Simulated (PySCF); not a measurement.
**Radial density of Ge²⁺ (germanium, charge +2)**

PBE0, [Ar] 3d10 4s2, closed-shell 1S. Calculation: PySCF 2.14, in 6-31G*; no relativity, point nucleus.

```tsv
r (bohr)	4πr²ρ (e/bohr)
0.000877	0.2017
0.00148	0.5573
0.00248	1.489
0.00417	3.759
0.00702	8.893
0.0118	18.52
0.0199	31.58
0.0334	38.89
0.0562	33.29
0.0945	35.14
0.159	45.23
0.267	26.12
0.450	27.52
0.757	20.14
1.27	4.321
2.14	1.215
3.60	0.1229
```
